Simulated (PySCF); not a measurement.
A calculated (PBE, PySCF 2.14, aug-cc-pwCVTZ-DK, the spin-free X2C one-electron Hamiltonian (Gaussian nucleus)) atom or ion has these occupied shells.

| shell | electrons | orbital energy (eV) | rms radius, mean of both spins (bohr) |
| --- | --- | --- | --- |
| 1s α | 1 | -6419.5 | 0.0703 |
| 1s β | 1 | -6419.5 | 0.0703 |
| 2s α | 1 | -738.66 | 0.304 |
| 2s β | 1 | -737.14 | 0.304 |
| 2p α | 3 | -624.88 | 0.274 |
| 2p β | 3 | -623.73 | 0.274 |
| 3s α | 1 | -82.716 | 0.921 |
| 3s β | 1 | -78.810 | 0.921 |
| 3p α | 3 | -51.578 | 0.994 |
| 3p β | 3 | -47.725 | 0.994 |
| 4s α | 1 | -4.632 | 3.33 |
| 3d α | 5 | -4.438 | 1.70 |
| 3d β | 1 | -1.499 | 1.70 |

Q: Name the element and its charge.

A: Mn (manganese, neutral), in [Ar] 3d6 4s1, high-spin 6D determinant (an excited configuration).
